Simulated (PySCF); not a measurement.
La²⁸⁺: ionisation energy

La²⁸⁺ [Ar] 3d10 4s1 [4s1/2^1, M_J = 1/2] → La²⁹⁺ [Ar] 3d10, as a difference of total energies. Computed with PySCF 2.14 in an even-tempered Gaussian basis (17 s from 2.4 bohr⁻², ratio 2.8; 13 p from 3.1 bohr⁻², ratio 2.8; 8 d from 5.6 bohr⁻², ratio 2.8; 4 f from 13 bohr⁻², ratio 3), with the two-component X2C-1e Hamiltonian. Correlated levels: [Ne] frozen; the 74 highest virtual spinors dropped. "Screened" scales the spin-orbit matrix elements by Boettger's factors to mimic the two-electron term; Breit and QED terms are absent.

```csv
method,ionisation energy (eV)
GHF (spin-free),1030.0
GMP2 (spin-free),1031.2
GHF (screened spin-orbit),1029.9
GMP2 (screened spin-orbit),1031.1
```

Breit and QED terms and the two-electron picture change are absent.

For comparison: 1039.09 ± 0.12 eV (semi-empirical (NIST evaluation); NIST Atomic Spectra Database, ionization energies).
